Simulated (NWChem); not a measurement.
Species: GaH3O; SMILES [OH][GaH2]

### Question
Give the equilibrium geometry at PBE-D3(BJ)/def2-SVP (NWChem) as a list of bonds and angles, with the point group.

### Answer
point group Cs; any orientation.
Bonded distances (Å): Ga1–H2 1.569, Ga1–H3 1.579, Ga1–O4 1.806, O4–H5 0.975. Bond angles (°): H2–Ga1–H3 129.7, H2–Ga1–O4 112.3, H3–Ga1–O4 118.0, Ga1–O4–H5 112.8.
